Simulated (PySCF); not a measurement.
## KSn: energy against distance

Set-up: PySCF, spin-free X2C with a Gaussian nucleus, basis sets K x2c-SVPall, Sn x2c-SVPall. Energies in eV from K + Sn in their ground configurations at the same level. State: ⁴Σ⁻ (quartet), unpaired electrons σ ↑, π ↑↑.

All columns are PBE0. A positive dipole means K(−)Sn(+).

```
R (Å)  E (eV)   μ (D)  Mulliken charge on K (basis-dependent)  HOMO (eV)  LUMO (eV)  Mayer bond order  ⟨S²⟩
2.818  -1.002   -8.05                                    0.55      -3.95      -1.44              0.79  3.75
2.949  -1.186   -8.46                                    0.55      -3.85      -1.49              0.79  3.75
3.080  -1.285   -8.84                                    0.53      -3.76      -1.53              0.80  3.75
3.179  -1.318   -9.12                                    0.52      -3.70      -1.57              0.81  3.75
3.277  -1.327   -9.38                                    0.50      -3.64      -1.59              0.82  3.75
3.375  -1.316   -9.62                                    0.49      -3.59      -1.62              0.82  3.75
3.506  -1.280   -9.93                                    0.48      -3.53      -1.67              0.81  3.75
3.670  -1.211  -10.27                                    0.47      -3.46      -1.74              0.79  3.75
3.867  -1.109  -10.60                                    0.46      -3.41      -1.82              0.76  3.75
4.129  -0.960  -10.88                                    0.45      -3.37      -1.92              0.70  3.75
```

A fit through these points gives, at Re = 3.266 Å, μ = -9.35 D and dμ/dR = -2.60 D/Å; the reduced mass is 29.41 u.

**Question.** How strong is the fundamental in the double-harmonic approximation, I = 42.26·(dμ/dR)²/μred km/mol?

**Answer.** I = 42.26·(-2.60)²/29.41 = 9.71 km/mol at PBE0.

Spin–orbit coupling is left out, which matters for elements this heavy, above all for dissociation energies. The state is the lowest determinant that a PBE0 search found; another state may lie lower at other levels.
